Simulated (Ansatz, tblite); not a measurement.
Removing an electron: the cluster Be₂S₂⁻. The state is a doublet with charge -1. Geometry: PBE0-D4/def2-TZVPD. Ansatz, gas phase; energy differences of separate SCF runs; the oxidised species is a singlet (the triplet lies 2.37 eV higher at PBE0-D4/def2-TZVPD).

```xyz
4

Be   -0.1837   -1.0058    0.0948
Be    0.1836    1.0059   -0.0948
S    -0.5043   -0.0565   -1.5753
S     0.5043    0.0564    1.5753
```

The xTB rows come from tblite. Correlated methods freeze 10 core orbitals. The structure comes from a short search, and lower isomers may exist.

Task: Estimate orbital energies and vertical ionisation energies at: GFN1-xTB; GFN2-xTB; HF/def2-TZVPPD; PBE-D4/def2-TZVPD; r2SCAN-D4/def2-TZVPD; PBE0-D4/def2-TZVPD; MP2/def2-TZVPPD; CCSD/def2-TZVPPD; CCSD(T)/def2-TZVPPD.

Result: 
```tsv
level	−HOMO (eV)	vertical IE (eV)	−LUMO (eV)	HOMO–LUMO gap (eV)	remarks
GFN1-xTB	–	4.93	–	–	–
GFN2-xTB	–	5.21	–	–	–
HF/def2-TZVPPD	–	0.84	–	–	–
PBE-D4/def2-TZVPD	-0.56	1.66	-1.79	1.23	HOMO above zero (-1 doublet)
r2SCAN-D4/def2-TZVPD	-0.40	1.67	-2.12	1.72	HOMO above zero (-1 doublet)
PBE0-D4/def2-TZVPD	0.02	1.58	-2.42	2.44	–
MP2/def2-TZVPPD	–	1.39	–	–	–
CCSD/def2-TZVPPD	–	1.37	–	–	–
CCSD(T)/def2-TZVPPD	–	1.44	–	–	–
```

  A HOMO above zero means that the electron is unbound at that level or that self-interaction error raises the level; the energy of removing that electron tells which. HOMO and LUMO are the levels of the spin that leaves or enters (xTB has no such levels and no spin-polarisation term). Other spin states of the ions may lie lower, which would lower the ionisation energy or raise the affinity. Raw xTB energy differences between charge states are shifted by several eV; the methods need an empirical correction for them.
